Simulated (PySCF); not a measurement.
BeCl: from constants to spectrum

UHF-CCSD(T) constants of BeCl, ²Σ⁺ (doublet), unpaired electrons σ ↑ (Be 3-21G, Cl 3-21G; no relativity (PySCF 2.14); masses 9.0122 and 34.9689 u):

- ωe: 785.6 cm⁻¹
- ωexe: 4.85 cm⁻¹
- Be: 0.6749 cm⁻¹
- αe: 0.00628 cm⁻¹
- D (centrifugal): 1.99e-06 cm⁻¹
- De to Be + Cl: 2.97 eV

Question: Give the vibrational terms G(v) and spacings up to v = 6.

Answer: G(v) = ωe(v+½) − ωexe(v+½)².

```json
{"v": "0", "G(v) (cm⁻¹)": "391.6", "G(v) − G(v−1)": "", "Bv (cm⁻¹)": "0.6718"}
{"v": "1", "G(v) (cm⁻¹)": "1167.5", "G(v) − G(v−1)": "775.9", "Bv (cm⁻¹)": "0.6655"}
{"v": "2", "G(v) (cm⁻¹)": "1933.7", "G(v) − G(v−1)": "766.2", "Bv (cm⁻¹)": "0.6592"}
{"v": "3", "G(v) (cm⁻¹)": "2690.2", "G(v) − G(v−1)": "756.5", "Bv (cm⁻¹)": "0.6529"}
{"v": "4", "G(v) (cm⁻¹)": "3437.0", "G(v) − G(v−1)": "746.8", "Bv (cm⁻¹)": "0.6466"}
{"v": "5", "G(v) (cm⁻¹)": "4174.1", "G(v) − G(v−1)": "737.1", "Bv (cm⁻¹)": "0.6404"}
{"v": "6", "G(v) (cm⁻¹)": "4901.5", "G(v) − G(v−1)": "727.4", "Bv (cm⁻¹)": "0.6341"}
```

Question: How well does the Morse estimate ωe²/(4ωexe) reproduce De, and what is D0?

Answer: It gives 3.94 eV, 133 % of the computed De. D0 = De − G(0) = 2.97 − 0.05 = 2.92 eV.

Correlated steps freeze 5 core orbitals. 3-21G is very small, so such numbers show the basis as much as the molecule. The state was picked by a PBE0 search and need not be the measured ground state.
